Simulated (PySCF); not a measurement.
C₅H₁₁N₂, SMILES CC([NH])=NC(C)C, doublet at its GFN2-xTB optimised geometry (Å):

```
18

C     -0.0455     0.4290     0.0000
C     -0.5369    -0.2750     1.2259
N     -1.0431    -1.4595     1.1006
N     -0.5815     0.4091     2.3413
C     -0.6980    -0.0637     3.6685
C      0.1171     0.8911     4.5549
C     -2.1651    -0.0604     4.1208
H      1.0431     0.4290     0.0000
H     -0.4013    -0.0897    -0.8843
H     -0.3883     1.4595     0.0000
H     -1.2946    -1.9551     1.9471
H     -0.2793    -1.0811     3.7813
H     -0.2648     1.9026     4.4489
H      1.1618     0.8792     4.2554
H      0.0408     0.5838     5.5943
H     -2.2333    -0.3732     5.1599
H     -2.5783     0.9398     4.0206
H     -2.7529    -0.7375     3.5047
```

Computed with unrestricted PBE0/def2-SVP (PySCF). Cells within 0.4 Å of a nucleus heavier than hydrogen are left out (blank, or x).

Map of the Laplacian of the electron density (e/bohr⁵), clipped to [-1.50, 1.50] on the plane z = 0.8 Å:

```
|888888888888888888888888888|
|888888888888888888888888888|
|888888888888888888888888888|
|888888888888888888888888888|
|888888888888888888888888888|
|888888888888888888888888888|
|888888888888888888888888888|
|888888888888888888888888888|
|888888888889999888888888888|
|888888888899999988888888888|
|888888888999999998888888888|
|888888888999899998888888888|
|888888889987689998888888888|
|888888889973379998888888888|
|888888899989589998888888888|
|888888899999899988888888888|
|888888999889999888888888888|
|888888998579998888888888888|
|888889980xx9998888888888888|
|888889980x08998888888888888|
|888888998579988888888888888|
|888888999999988888888888888|
|888888899999888888888888888|
|888888888888888888888888888|
|888888888888888888888888888|
|888888888888888888888888888|
|888888888888888888888888888|
```
Scale: ten equal steps from -1.50 (start of '0') to 0.248 (end of '9'), in the order '0123456789'; x runs from -3.50 to 3.50, y from -3.50 (bottom) to 3.50 (top).
